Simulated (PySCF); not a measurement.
Si(OH)2(PH2)2 (H6O2P2Si), SMILES P[Si](O)(O)P.

Coordinates come from a B3LYP-D3(BJ)/def2-SVP optimisation. This is a generated structure with no PubChem entry under its InChIKey; it may be hypothetical. The values are those of a single conformer.

Vertical ionisation energy (IE) and electron affinity (EA) in eV. Rows of orbital energies are one-electron estimates. Where ΔSCF, EOM or ADC give a negative EA the extra electron is unbound and the value depends on the basis.

| level | IE | EA |
|---|---|---|
| −ε(HOMO), −ε(LUMO), HF/def2-TZVP (PySCF) | 9.69 | -2.90 |
| −ε(HOMO), −ε(LUMO), PBE/def2-TZVP (PySCF) | 6.14 | 0.93 |
